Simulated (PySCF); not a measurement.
Isomers of [C7H13P2]+ (charge +1), one GFN2-xTB conformer each. Single-point energies are computed at PBE0/pcSseg-1 (PySCF, gas phase, no added dispersion term), electronic only.

Question: Rank them by PBE0/pcSseg-1 energy, lowest first (kcal/mol).
A. `[CH2:1]=[CH:2][P:3]([C:4]#[C:5][CH3:6])[CH2:7][PH2+:8][CH3:9]` (charge +1) with C1–C2–P3–C4 -23°, C2–P3–C7–P8 177°, P3–C7–P8–C9 67°
B. `[CH:1]#[C:2][CH2:3][PH+:4]1[CH2:5][CH2:6][PH:7][CH2:8][CH2:9]1` (charge +1) with C2–C3–P4–C5 -176°, C3–P4–C5–C6 -174°, P4–C5–C6–P7 64°, C5–C6–P7–C8 -72°, C6–P7–C8–C9 72°

Answer: B (0.0), A (15.0).

GFN2-xTB itself gives, in the same order: 0.0, 23.9. Both levels put the same isomer lowest.

Question: Which frontier levels and rotational constants go with these structures?

Answer: 
```
            SMILES  HOMO (eV, PBE0/pcSseg-1)  LUMO (eV)       A, B, C (MHz)
  C#CC[PH+]1CCPCC1                    -10.97      -4.00  2637, 663.4, 565.9
C=CP(C#CC)C[PH2+]C                    -10.41      -4.37  1326, 766.7, 542.8
```
